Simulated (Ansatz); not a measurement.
`O/C(F)=N/[SiH3]` + H₂ → `F/C=N/[SiH3]` + H₂O  (hydrogenolysis of a C–O bond)

Gas-phase electronic energies from Ansatz, PBE0-D4/def2-TZVP geometries. CBS: MP2 limit from def2 TZ/QZ plus the TZ coupled-cluster correction, frozen cores. This one scheme is used for every species. Double bonds are as drawn, so ΔE can hold a change between cis and trans. DFT in def2-TZVPP. HSE06 is defined as in plane-wave codes. One conformer a species, not always the lowest.

```csv
level,ΔE (kJ/mol),difference from CCSD(T)/CBS
PBE-D4,-19.2,17.3
BLYP-D4,-24.1,12.4
PBE0-D4,-21.1,15.4
r2SCAN0-D4,-17.3,19.2
HSE06-D4,-21.1,15.4
ωB97X-V,-21.2,15.3
PBE-QIDH,-24.6,11.9
r2SCAN,-14.7,21.8
r2SCANh,-16.2,20.3
BHLYP,-29.9,6.6
CAM-B3LYP,-26.1,10.4
CCSD/def2-SVP,-11.1,25.4
CCSD(T)/def2-SVP,-7.7,28.8
MP2/def2-TZVPP,-29.6,6.9
HF/def2-QZVPP,-33.8,2.7
MP2/CBS(def2),-34.7,1.8
CCSD(T)/CBS,-36.5,0
```

Largest T1 diagnostic among the species: 0.014.

Leaving LDA and LC-ωPBE aside and taking each functional with its dispersion term where it has one, the values, not all of them listed here, spread over 16.0 kJ/mol, from B2PLYP to r2SCAN-D4. LDA lies +16.3 kJ/mol from PBE without D4. At CCSD(T), def2-SVP lies +28.8 kJ/mol from the extrapolated value and def2-TZVPP +5.1 kJ/mol.
